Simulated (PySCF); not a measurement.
H5PSi, charge -1, doublet, geometry from GFN2-xTB (a state made from the parent by changing its charge; the spin is typed, not shown lowest). Base run: CCSD/3-21G (PySCF).

The PySCF input:
```python
from pyscf import gto, scf, cc

mol = gto.M(
    atom='''
Si   -1.119098   -0.112898    0.022331
P     1.156020    0.152827   -0.134155
H    -2.292607   -0.935822   -0.467765
H    -1.557231    1.254935   -0.309717
H    -1.350695   -0.269869    1.481762
H     1.361397   -1.185608    0.158039
H     2.166209    0.424519    0.837378
''',
    basis='3-21g',
    charge=-1,
    spin=1,
    verbose=4,
)

mf = scf.UHF(mol)
mf.kernel()

mycc = cc.CCSD(mf)
mycc.kernel()
print('E(CCSD) = %.10f' % mycc.e_tot)
mf.analyze()
```

The base run was repeated with changes; each row names its change, and settings that it needs were set with it.

```json
[
 {"change": "base", "ΔE vs base (mEh)": "0.000", "MP2 correlation (Eh)": "-0.13013", "CC correlation without the perturbative part (Eh)": "-0.16394", "basis functions": "36"},
 {"change": "frozen = 11", "ΔE vs base (mEh)": "…", "MP2 correlation (Eh)": "…", "CC correlation without the perturbative part (Eh)": "…", "basis functions": "36"},
 {"change": "cc.level_shift = 0.2", "ΔE vs base (mEh)": "0.000", "MP2 correlation (Eh)": "-0.13013", "CC correlation without the perturbative part (Eh)": "-0.16394", "basis functions": "36"},
 {"change": "cc.conv_tol = 1e-9", "ΔE vs base (mEh)": "0.000", "MP2 correlation (Eh)": "-0.13013", "CC correlation without the perturbative part (Eh)": "-0.16394", "basis functions": "36"},
 {"change": "cc.direct = True", "ΔE vs base (mEh)": "0.000", "MP2 correlation (Eh)": "-0.13013", "CC correlation without the perturbative part (Eh)": "-0.16394", "basis functions": "36"},
 {"change": "density fitting = JK and correlation", "ΔE vs base (mEh)": "0.045", "MP2 correlation (Eh)": "-0.12994", "CC correlation without the perturbative part (Eh)": "-0.16396", "basis functions": "36"},
 {"change": "cart = on", "ΔE vs base (mEh)": "0.000", "MP2 correlation (Eh)": "-0.13013", "CC correlation without the perturbative part (Eh)": "-0.16394", "basis functions": "36"},
 {"change": "frozen = 10", "ΔE vs base (mEh)": "…", "MP2 correlation (Eh)": "…", "CC correlation without the perturbative part (Eh)": "…", "basis functions": "36"},
 {"change": "method = cisd", "ΔE vs base (mEh)": "…", "MP2 correlation (Eh)": "-", "CC correlation without the perturbative part (Eh)": "-", "basis functions": "36"},
 {"change": "method = mp2", "ΔE vs base (mEh)": "33.802", "MP2 correlation (Eh)": "-0.13013", "CC correlation without the perturbative part (Eh)": "-", "basis functions": "36"}
]
```

Problem. Complete the blanks.

Solution. 
- frozen = 11, ΔE vs base (mEh): 35.741
- frozen = 11, MP2 correlation (Eh): -0.09860
- frozen = 11, CC correlation without the perturbative part (Eh): -0.12820
- frozen = 10, ΔE vs base (mEh): 10.618
- frozen = 10, MP2 correlation (Eh): -0.11854
- frozen = 10, CC correlation without the perturbative part (Eh): -0.15332
- method = cisd, ΔE vs base (mEh): 12.155

Open shells are given as the SCF converged; they aren't shown to be the lowest states, and a large step between rows can be another state.
